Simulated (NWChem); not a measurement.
Everything below was run with NWChem. System: C2H3O2, charge 0, spin multiplicity 2, at a geometry optimised with UB3LYP/def2-SVP. The structure started from a generated list of species. Its SCF solution wasn't tested for a lower state. Level: UM06-2X/def2-TZVP.

Part of the output:

```
             Northwest Computational Chemistry Package (NWChem) 7.3.0
             --------------------------------------------------------

                                NWChem Input Module
                                -------------------

 Scaling coordinates for geometry "geometry" by  1.889725989
 (inverse scale =  0.529177249)

 Turning off AUTOSYM since
 SYMMETRY directive was detected!

                             Geometry "geometry" -> ""
                             -------------------------

 Output coordinates in angstroms (scale by  1.889725989 to convert to a.u.)

  No.       Tag          Charge          X              Y              Z
 ---- ---------------- ---------- -------------- -------------- --------------
    1 C                    6.0000     0.33939100    -1.42828700     0.00000000
    2 O                    8.0000     0.84339000    -0.16488700     0.00000000
    3 C                    6.0000    -0.01139400     0.89094200     0.00000000
    4 O                    8.0000    -1.20634800     0.81196700     0.00000000
    5 H                    1.0000    -0.74050700    -1.56521800     0.00000000
    6 H                    1.0000     1.09197700    -2.21231800     0.00000000
    7 H                    1.0000     0.58421500     1.82496600     0.00000000

 Effective nuclear repulsion energy (a.u.)     114.4648967053

            Nuclear Dipole moment (a.u.)
            ----------------------------
        X                 Y               Z
 ---------------- ---------------- ----------------
     0.0000056692    -0.0000000000     0.0000000000

      Symmetry information
      --------------------

 Group name             Cs
 Group number              2
 Group order               2
 No. of unique centers     7

      Symmetry unique atoms

     1    2    3    4    5    6    7


 Summary of "ao basis" -> "" (spherical)
 ------------------------------------------------------------------------------
       Tag                 Description            Shells   Functions and Types
 ---------------- ------------------------------  ------  ---------------------
 *                         def2-tzvp                  on all atoms

                                 NWChem DFT Module
                                 -----------------

 Summary of "ao basis" -> "ao basis" (spherical)
 ------------------------------------------------------------------------------
       Tag                 Description            Shells   Functions and Types
 ---------------- ------------------------------  ------  ---------------------
 C                         def2-tzvp                11       31   5s3p2d1f
 O                         def2-tzvp                11       31   5s3p2d1f
 H                         def2-tzvp                 4        6   3s1p

 Summary of "ao basis" -> "ao basis" (spherical)
 ------------------------------------------------------------------------------
       Tag                 Description            Shells   Functions and Types
 ---------------- ------------------------------  ------  ---------------------
 C                         def2-tzvp                11       31   5s3p2d1f
 O                         def2-tzvp                11       31   5s3p2d1f
 H                         def2-tzvp                 4        6   3s1p

      Symmetry analysis of basis
      --------------------------

        a'         99
        a"         43

            General Information
            -------------------
          SCF calculation type: DFT
          Wavefunction type:  spin polarized.
          No. of atoms     :     7
          No. of electrons :    31
           Alpha electrons :    16
            Beta electrons :    15
          Charge           :     0
          Spin multiplicity:     2
          Use of symmetry is: on ; symmetry adaption is: on
          Maximum number of iterations: 100
          AO basis - number of functions:   142
                     number of shells:    56
          Convergence on energy requested:  1.00D-06
          Convergence on density requested:  1.00D-05
          Convergence on gradient requested:  5.00D-04

              XC Information
              --------------
                       M06-2X Method XC Functional
[...]
    45     -0.177529  2 O  pz               107      0.176152  4 O  pz
    70      0.148509  3 C  pz                73      0.130221  3 C  pz
     8     -0.089843  1 C  pz                11     -0.072426  1 C  pz

 Vector   15  Occ=1.000000D+00  E=-3.823678D-01  Symmetry=a'
              MO Center= -7.1D-01,  7.7D-01, -5.7D-16, r^2= 1.6D+00
   Bfn.  Coefficient  Atom+Function         Bfn.  Coefficient  Atom+Function
  ----- ------------  ---------------      ----- ------------  ---------------
   100      0.422003  4 O  py               103      0.355289  4 O  py
   106      0.255029  4 O  py                37     -0.142722  2 O  px
   138     -0.141589  7 H  s                 40     -0.130169  2 O  px
   139     -0.122644  7 H  s                 38      0.105701  2 O  py
    36      0.096098  2 O  s                 41      0.091388  2 O  py

 Vector   16  Occ=0.000000D+00  E=-3.513032D-02  Symmetry=a"
              MO Center=  1.7D-01, -9.2D-01,  2.9D-16, r^2= 3.1D+00
   Bfn.  Coefficient  Atom+Function         Bfn.  Coefficient  Atom+Function
  ----- ------------  ---------------      ----- ------------  ---------------
    14      0.640069  1 C  pz                 8      0.301367  1 C  pz
    11      0.214233  1 C  pz                76     -0.211450  3 C  pz
   107      0.192819  4 O  pz                73     -0.189820  3 C  pz
    45     -0.188046  2 O  pz                70     -0.186191  3 C  pz
   101      0.145582  4 O  pz               104      0.118240  4 O  pz

 Vector   17  Occ=0.000000D+00  E= 4.707349D-02  Symmetry=a"
              MO Center= -6.3D-02,  3.6D-01, -2.1D-15, r^2= 3.2D+00
   Bfn.  Coefficient  Atom+Function         Bfn.  Coefficient  Atom+Function
  ----- ------------  ---------------      ----- ------------  ---------------
    76      0.601082  3 C  pz                14      0.436307  1 C  pz
   107     -0.406545  4 O  pz                45     -0.399131  2 O  pz
    73      0.323882  3 C  pz                70      0.295770  3 C  pz
   101     -0.253094  4 O  pz                39     -0.222720  2 O  pz
   104     -0.196162  4 O  pz                42     -0.174517  2 O  pz

 Vector   18  Occ=0.000000D+00  E= 1.044903D-01  Symmetry=a'
              MO Center=  9.3D-01,  2.0D+00, -2.2D-15, r^2= 3.8D+00
   Bfn.  Coefficient  Atom+Function         Bfn.  Coefficient  Atom+Function
  ----- ------------  ---------------      ----- ------------  ---------------
   139      3.265042  7 H  s                 67     -1.847810  3 C  s
    75     -1.240628  3 C  py                74     -0.776733  3 C  px
     5     -0.577901  1 C  s                138     -0.421528  7 H  s
    36      0.397048  2 O  s                133      0.398881  6 H  s
    13     -0.294910  1 C  py                66     -0.274945  3 C  s

   alpha - beta orbital overlaps
   -----------------------------

   alpha      1      2      3      4      5      6      7      8      9     10
    beta      1      2      3      4      5      6      7      8      9     10
 overlap   1.000  1.000  1.000  1.000  0.999  1.000  0.994  0.986  0.993  0.997

   alpha     11     12     13     14     15     16     17     18     19     20
    beta     11     12     13     14     15     16     17     18     19     20
 overlap   0.993  0.998  0.999  0.987  1.000  0.931  0.962  0.989  0.963  0.972

   alpha     21     22     23     24     25     26     27     28     29     30
    beta     21     22     23     24     25     26     27     28     29     30
 overlap   0.994  0.998  0.956  0.974  0.953  0.971  0.909  0.934  0.965  0.973

   alpha     31     32     33     34     35     36     37     38     39     40
    beta     31     32     33     34     35     36     37     38     39     40
 overlap   0.990  0.978  0.996  0.823  0.817  0.972  0.985  0.967  0.968  0.996

   alpha     41     42     43     44     45     46     47     48     49     50
    beta     41     42     43     44     45     46     47     48     49     50
 overlap   0.993  0.997  0.996  0.998  0.998  0.998  0.999  0.993  0.992  0.995

   alpha     51     52     53     54     55     56     57     58     59     60
    beta     51     52     53     54     55     56     58     57     59     60
 overlap   0.998  0.999  0.996  0.952  0.951  0.983  0.982  1.000  0.890  0.890

   alpha     61     62     63     64     65     66     67     68     69     70
    beta     61     62     63     64     65     66     67     68     69     70
 overlap   0.999  0.998  0.995  0.996  0.996  0.996  0.999  0.999  0.996  0.999

   alpha     71     72     73     74     75     76     77     78     79     80
    beta     71     72     73     74     75     76     77     78     79     80
 overlap   0.995  0.999  0.997  0.991  0.994  0.999  0.998  0.996  0.999  0.996

   alpha     81     82     83     84     85     86     87     88     89     90
    beta     81     82     83     84     85     87     86     88     89     90
 overlap   0.975  0.974  0.998  0.997  0.988  0.938  0.955  0.871  0.992  0.880

   alpha     91     92     93     94     95     96     97     98     99    100
    beta     92     91     93     94     95     96     98     97     99    100
 overlap   0.917  0.951  0.996  0.912  0.969  0.930  0.982  0.935  0.965  0.984

   alpha    101    102    103    104    105    106    107    108    109    110
    beta    101    102    103    104    105    106    107    108    109    110
 overlap   0.998  0.984  0.999  0.992  0.999  0.993  0.996  0.963  0.956  0.985

   alpha    111    112    113    114    115    116    117    118    119    120
    beta    111    112    113    114    115    116    117    118    119    120
 overlap   0.974  0.990  0.983  0.988  1.000  1.000  1.000  1.000  1.000  1.000

   alpha    121    122    123    124    125    126    127    128    129    130
    beta    121    122    123    124    125    126    127    128    129    130
 overlap   1.000  1.000  1.000  1.000  1.000  1.000  1.000  0.999  0.999  1.000

   alpha    131    132    133    134    135    136    137    138    139    140
    beta    131    132    133    134    135    136    137    138    139    140
 overlap   1.000  1.000  1.000  1.000  1.000  1.000  1.000  1.000  1.000  1.000

   alpha    141    142
    beta    141    142
 overlap   1.000  1.000

     --------------------------
     Expectation value of S2:
     --------------------------
      <S2> =      0.7556 (Exact =     0.7500)

 center of mass
 --------------
 x =  -0.02966873 y =   0.06193054 z =   0.00000000

 moments of inertia (a.u.)
 ------------------
         198.838434123991          85.677180729996           0.000000000000
          85.677180729996         136.135747857962           0.000000000000
           0.000000000000           0.000000000000         334.974181981953

     Multipole analysis of the density
     ---------------------------------

     L   x y z        total         alpha         beta         nuclear
     -   - - -        -----         -----         ----         -------
     0   0 0 0     -0.000000    -16.000000    -15.000000     31.000000

     1   1 0 0      0.658693      0.074490      0.584198      0.000006
     1   0 1 0     -0.192573      1.063980     -1.256553     -0.000000
     1   0 0 1     -0.000000     -0.000000     -0.000000      0.000000

     2   2 0 0    -19.655379    -46.342362    -45.115070     71.802053
     2   1 1 0      1.519807     23.132695     21.627695    -43.240583
     2   1 0 1     -0.000000     -0.000000     -0.000000      0.000000
     2   0 2 0    -14.255083    -70.167620    -62.537069    118.449606
     2   0 1 1      0.000000      0.000000      0.000000      0.000000
     2   0 0 2    -17.810822    -10.025114     -7.785708      0.000000

 Task  times  cpu:       12.2s     wall:       12.2s

 Total times  cpu:       12.2s     wall:       12.2s
```

Write an NWChem input that would produce this output.

Several could match; the one computed here: 
```
start mol
memory heap 200 mb stack 900 mb global 1100 mb
geometry units angstroms nocenter noautoz
  C      0.339391    -1.428287     0.000000
  O      0.843390    -0.164887     0.000000
  C     -0.011394     0.890942     0.000000
  O     -1.206348     0.811967     0.000000
  H     -0.740507    -1.565218     0.000000
  H      1.091977    -2.212318     0.000000
  H      0.584215     1.824966     0.000000
  symmetry group Cs
end
basis spherical
  * library def2-tzvp
end
dft
  xc m06-2x
  odft
  mult 2
  semidirect memsize 60000000 filesize 0
  iterations 100
  grid fine
end
task dft energy
```
